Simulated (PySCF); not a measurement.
C₆H₁₁S (charge -1).
Atom-mapped SMILES: `[CH3:1][C:2]1([CH2:3][CH2:4][S-:5])[CH2:6][CH2:7]1` (hydrogens: H8, H9, H10 on C1; H11, H12 on C3; H13, H14 on C4; H15, H16 on C6; H17, H18 on C7)

Structure used (GFN2-xTB), in Å, numbered top down from 1:
```
atom  x, y, z in Å
C1    -0.8282   -1.0825   -1.0081
C2    -0.4736    0.0733   -0.0986
C3     0.9162    0.6427   -0.3095
C4     2.0473   -0.3024    0.1000
S5     3.6565    0.5089   -0.0361
C6    -1.5856    1.0134    0.2787
C7    -1.0278    0.0584    1.2955
H8    -0.1299   -1.9044   -0.8615
H9    -0.7713   -0.7717   -2.0513
H10   -1.8365   -1.4448   -0.8077
H11    1.0522    0.9075   -1.3629
H12    1.0276    1.5613    0.2728
H13    2.0478   -1.1964   -0.5390
H14    1.8946   -0.6300    1.1387
H15   -2.5795    0.8235   -0.1057
H16   -1.3586    2.0638    0.3894
H17   -0.4168    0.4619    2.0890
H18   -1.6431   -0.7763    1.6046
```

Structure optimised with GFN2-xTB, isolated species.

Take the most abundant isotopes and a rigid rotor. The values belong to one conformer with, in the numbering `[CH3:1][C:2]1([CH2:3][CH2:4][S-:5])[CH2:6][CH2:7]1`, C1–C2–C3–C4 -68°, C2–C3–C4–S5 -175°.

Task: Give the principal moments of inertia and the rotational constants in cm⁻¹.

Result: Ia = 102.80, Ib = 510.63, Ic = 548.42 u·Å²; 505379 MHz·u·Å²/I gives 4916, 989.7 and 921.5 MHz, that is A = 0.16398, B = 0.03301, C = 0.03074 cm⁻¹.

Task: What kind of rotor is it?

Result: A near-prolate asymmetric top: κ = (2 × 989.7 − 4916 − 921.5)/(4916 − 921.5) = -0.97.

Task: What does the inertial defect say?

Result: Not planar: Δ = Ic − Ia − Ib = -65.01 u·Å². For a rigid frame Δ = −2 Σ m c², so Σ m c² = 32.51 u·Å² lies off the ab plane: 13.01 from hydrogen and 19.50 from heavier atoms. The atom farthest from that plane is 1.61 Å away.

Task: Give the other two planar moments, Paa and Pbb, and the rms extents of the mass along the axes.

Result: Paa = Σ m a² = (Ib + Ic − Ia)/2 = 478.12 and Pbb = Σ m b² = (Ia + Ic − Ib)/2 = 70.29 u·Å². With the mass M = 115.06 u, the rms extents √(P/M) along a, b and c are 2.04, 0.78, 0.53 Å.

No GFN2-xTB frequencies stand behind this structure, so it isn't proved a minimum. Zero-point vibration and centrifugal distortion are left out.

These are computed values.
